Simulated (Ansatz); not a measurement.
`[SiH3]/C=C\S` and `N/C=C\S` differ in one atom or group.

Ansatz, PBE0-D4/def2-TZVP geometries, multiplicity 1. Each molecule was computed in one conformer, which needn't be the lowest.

```csv
property,`[SiH3]/C=C\S`
"ideal-gas entropy at 298 K and 1 bar (rigid rotor, harmonic PBE0-D4/def2-TZVP) / J/(mol·K)",337
LUMO energy (B3LYP/def2-TZVPP) / eV,-0.91
size of the dipole moment (ωB97M-V/def2-TZVPP) / D,0.59
HOMO energy (ωB97M-V/def2-TZVPP) / eV,-8.86
HOMO–LUMO gap (PBE0/def2-TZVPP) / eV,6.04
zero-point energy (PBE0-D4/def2-TZVP) / kJ/mol,175.0
```

Problem. Give the same properties after the change, and the shifts. (Best estimate.)

Solution. Ansatz gave: 
```
                                                                                  property  `N/C=C\S`  shift
ideal-gas entropy at 298 K and 1 bar (rigid rotor, harmonic PBE0-D4/def2-TZVP) / J/(mol·K)        301    -36
                                                       LUMO energy (B3LYP/def2-TZVPP) / eV       0.03   0.94
                                        size of the dipole moment (ωB97M-V/def2-TZVPP) / D       2.35   1.76
                                                     HOMO energy (ωB97M-V/def2-TZVPP) / eV      -8.39   0.47
                                                      HOMO–LUMO gap (PBE0/def2-TZVPP) / eV       6.50   0.46
                                            zero-point energy (PBE0-D4/def2-TZVP) / kJ/mol      182.2    7.2
```

With PBE0 the HOMO rises by 0.54 eV and the LUMO rises by 1.00 eV, so the gap widens by about 0.46 eV. PBE moves the HOMO by 0.60 eV and ωB97M-V by 0.47 eV. The zero-point energy changes by 7.2 kJ/mol with -3 modes. Dipoles are sizes alone; their direction can turn. Modes under 60 cm⁻¹, often nearly free rotors, make the harmonic entropy too high.

B3LYP here is the variant with VWN-RPA as its local correlation; programs differ in this.
